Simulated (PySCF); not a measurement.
SeCl3, SMILES [Se+](Cl)(Cl)Cl, charge +1.

The structure is a stationary point at ωB97X-D3(BJ)/def2-SVP. The multiplicity is an assumed one; other spin states were not compared. The isomer is the one that the SMILES or the coordinates give; other isomers of the formula were not compared.

The numbers are results of PBE/def2-TZVPD run with PySCF, not measurements.

Symmetry labels are those of the subgroup Cs that the program uses (full group C3v).

Computed valence orbital energies around the gap with their symmetry:
```
orbital  symmetry  energy (eV)
-------  --------  -----------
HOMO−7         A"       -18.09
HOMO−6         A'       -17.02
HOMO−5         A"       -14.81
HOMO−4         A'       -14.81
HOMO−3         A'       -14.10
HOMO−2         A"       -14.10
HOMO−1         A'       -13.88
HOMO           A"       -13.83
LUMO           A'        -9.64
LUMO+1         A"        -9.36
LUMO+2         A'        -9.36
LUMO+3         A'        -4.46
```
